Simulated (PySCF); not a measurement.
A side-by-side comparison of computed properties.

First species: C₃F₅P.
SMILES: `FC(C(C#P)(F)F)(F)F`

Second species: C5H4FN3.
Atom-mapped SMILES: `[CH2:1]=[CH:2][c:3]1[n:4][cH:5][n:6][n:7][c:8]1[F:9]` (hydrogens: H10, H11 on C1; H12 on C2; H13 on C5)

Levels: wB97X-D/def2-SVPD for dipole moment, HOMO energy, LUMO energy, HOMO–LUMO gap, static isotropic polarisability and electronic spatial extent ⟨r²⟩ about the centre of nuclear charge; TDDFT wB97X-D/def2-SVPD for lowest singlet excitation; TDA wB97X-D/def2-SVPD for lowest triplet excitation (Tamm–Dancoff); GFN2-xTB for rotational constant A and rotational constant C. Geometries: GFN2-xTB. All species are isolated and taken at one optimised geometry, non-relativistic unless stated. Electronic properties by PySCF.

The conformers computed, where there is a choice (atom-mapped SMILES and torsion angles):
- `[F:1][C:2]([F:3])([F:4])[C:5]([F:6])([F:7])[C:8]#[P:9]`: F1–C2–C5–F6 178°
- `[CH2:1]=[CH:2][c:3]1[n:4][cH:5][n:6][n:7][c:8]1[F:9]`: C1–C2–C3–N4 0°

Values for the first species:

| Property | Result |
| --- | --- |
| Dipole moment | 2.50 D |
| HOMO energy | -10.85 eV |
| LUMO energy | -0.88 eV |
| HOMO–LUMO gap | 9.97 eV |
| Lowest singlet excitation | 4.20 eV |
| Lowest triplet excitation (Tamm–Dancoff) | 3.27 eV |
| Static isotropic polarisability | 63.2 au |
| Electronic spatial extent ⟨r²⟩ about the centre of nuclear charge | 1227 bohr² |
| Rotational constant A | 2.061 GHz |
| Rotational constant C | 0.906 GHz |

Estimate the same properties for the second species, and the change in each.

```tsv
property	first	second	second less first
dipole moment	2.50 D	3.66 D	+1.16 D
HOMO energy	-10.85 eV	-9.26 eV	+1.59 eV
LUMO energy	-0.88 eV	-1.12 eV	-0.24 eV
HOMO–LUMO gap	9.97 eV	8.14 eV	-1.83 eV
lowest singlet excitation	4.20 eV	3.15 eV	-1.05 eV
lowest triplet excitation (Tamm–Dancoff)	3.27 eV	2.58 eV	-0.69 eV
static isotropic polarisability	63.2 au	80.9 au	+17.7 au
electronic spatial extent ⟨r²⟩ about the centre of nuclear charge	1227 bohr²	1055 bohr²	-172 bohr²
rotational constant A	2.061 GHz	2.731 GHz	+0.670 GHz
rotational constant C	0.906 GHz	1.030 GHz	+0.124 GHz
```

On the first: A dipole of 2.50 D is allowed in Cs, and pure rotational transitions are dipole-allowed. The polarisability is 9.36 Å³ as a volume (1 au = 0.148185 Å³), or 0.81 au for each of the 78 electrons.

On the second: 1 of the 8 computed singlets lies in the visible range (750 to 380 nm, 1.65 to 3.26 eV), with an oscillator strength of 0.004. The dipole matches unit charges of opposite sign 0.76 Å apart (1 e·Å = 4.8032 D).
